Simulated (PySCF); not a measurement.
Cl2H5NSi2. Atoms are numbered in the order given.

```xyz
10

Si     0.5490    -0.7226     0.0000
Cl     1.1879     0.3220     1.6956
Cl     1.1879     0.3220    -1.6956
Si    -1.7941    -0.5497     0.0000
N     -2.2250     1.1351     0.0000
H      1.2557    -2.0313     0.0000
H     -2.3386    -1.1967    -1.2267
H     -2.3386    -1.1967     1.2267
H     -1.9814     1.6718     0.8298
H     -1.9814     1.6718    -0.8298
```

The structure is a stationary point at B3LYP-D3(BJ)/def2-SVP. This is a generated structure with no PubChem entry under its InChIKey; it may be hypothetical. One conformer was computed; it need not be the lowest.

The numbers are results of B3LYP-D3(BJ)/def2-SVP run with PySCF 2.14.0, not measurements.

Frequencies are harmonic and unscaled.

```json
[
 {"mode": "1", "ν (cm⁻¹)": "38", "IR (km/mol)": "0.2", "moving atoms (share of kinetic energy)": "N 44 %, Cl 36 %, H 17 %"},
 {"mode": "2", "ν (cm⁻¹)": "81", "IR (km/mol)": "8.3", "moving atoms (share of kinetic energy)": "N 46 %, Cl 31 %, H 15 %, Si 8 %"},
 {"mode": "3", "ν (cm⁻¹)": "104", "IR (km/mol)": "6.6", "moving atoms (share of kinetic energy)": "Si 36 %, Cl 32 %, H 30 %"},
 {"mode": "4", "ν (cm⁻¹)": "169", "IR (km/mol)": "4.8", "moving atoms (share of kinetic energy)": "Cl 72 %, Si 23 %"},
 {"mode": "5", "ν (cm⁻¹)": "185", "IR (km/mol)": "27.2", "moving atoms (share of kinetic energy)": "H 93 %"},
 {"mode": "6", "ν (cm⁻¹)": "263", "IR (km/mol)": "4.4", "moving atoms (share of kinetic energy)": "Si 58 %, Cl 21 %, H 11 %, N 10 %"},
 {"mode": "7", "ν (cm⁻¹)": "397", "IR (km/mol)": "12.9", "moving atoms (share of kinetic energy)": "Si 73 %, Cl 14 %, H 11 %"},
 {"mode": "8", "ν (cm⁻¹)": "475", "IR (km/mol)": "41.7", "moving atoms (share of kinetic energy)": "H 75 %, Si 17 %"},
 {"mode": "9", "ν (cm⁻¹)": "503", "IR (km/mol)": "304.4", "moving atoms (share of kinetic energy)": "H 69 %, N 25 %"},
 {"mode": "10", "ν (cm⁻¹)": "524", "IR (km/mol)": "29.1", "moving atoms (share of kinetic energy)": "Si 53 %, Cl 34 %, H 12 %"},
 {"mode": "11", "ν (cm⁻¹)": "555", "IR (km/mol)": "68.8", "moving atoms (share of kinetic energy)": "Si 56 %, Cl 34 %, H 9 %"},
 {"mode": "12", "ν (cm⁻¹)": "697", "IR (km/mol)": "0.7", "moving atoms (share of kinetic energy)": "H 99 %"},
 {"mode": "13", "ν (cm⁻¹)": "752", "IR (km/mol)": "182.1", "moving atoms (share of kinetic energy)": "H 86 %, Si 13 %"},
 {"mode": "14", "ν (cm⁻¹)": "796", "IR (km/mol)": "87.3", "moving atoms (share of kinetic energy)": "H 92 %"},
 {"mode": "15", "ν (cm⁻¹)": "834", "IR (km/mol)": "13.4", "moving atoms (share of kinetic energy)": "N 47 %, H 33 %, Si 19 %"},
 {"mode": "16", "ν (cm⁻¹)": "856", "IR (km/mol)": "210.2", "moving atoms (share of kinetic energy)": "H 74 %, Si 21 %"},
 {"mode": "17", "ν (cm⁻¹)": "916", "IR (km/mol)": "96.7", "moving atoms (share of kinetic energy)": "H 89 %, Si 9 %"},
 {"mode": "18", "ν (cm⁻¹)": "925", "IR (km/mol)": "35.1", "moving atoms (share of kinetic energy)": "H 81 %, N 14 %"},
 {"mode": "19", "ν (cm⁻¹)": "1556", "IR (km/mol)": "30.6", "moving atoms (share of kinetic energy)": "H 91 %, N 9 %"},
 {"mode": "20", "ν (cm⁻¹)": "2218", "IR (km/mol)": "97.3", "moving atoms (share of kinetic energy)": "H 98 %"},
 {"mode": "21", "ν (cm⁻¹)": "2230", "IR (km/mol)": "135.0", "moving atoms (share of kinetic energy)": "H 97 %"},
 {"mode": "22", "ν (cm⁻¹)": "2232", "IR (km/mol)": "109.9", "moving atoms (share of kinetic energy)": "H 96 %"},
 {"mode": "23", "ν (cm⁻¹)": "3543", "IR (km/mol)": "27.1", "moving atoms (share of kinetic energy)": "H 96 %"},
 {"mode": "24", "ν (cm⁻¹)": "3630", "IR (km/mol)": "25.2", "moving atoms (share of kinetic energy)": "H 91 %, N 9 %"}
]
```
